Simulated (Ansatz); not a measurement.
This singlet lies 1.13 eV below the relaxed triplet at the level frozen-core CCSD(T)/cc-pVTZ // B3LYP-D3(BJ)/def2-TZVP (Ansatz, a first-principles code).

Species: CHFGeO, SMILES `O=[CH][Ge][F]` (lower singlet; O–C–Ge–F torsion 176°) (charge 0, multiplicity 1).

**Question.** Give a relaxed geometry from Ansatz with B3LYP-D3(BJ)/def2-TZVP.

**Answer.** Several could match; the one computed here: the end point of this relaxation, one of several conformers (outside a Z-matrix the atoms follow the SMILES, hydrogens last).
Z-matrix (Å, degrees):
```
C
O 1 1.2078
H 1 1.1181 2 120.23
Ge 1 2.0945 3 120.46 2 179.34
F 4 1.7735 1 93.60 3 -3.51
```
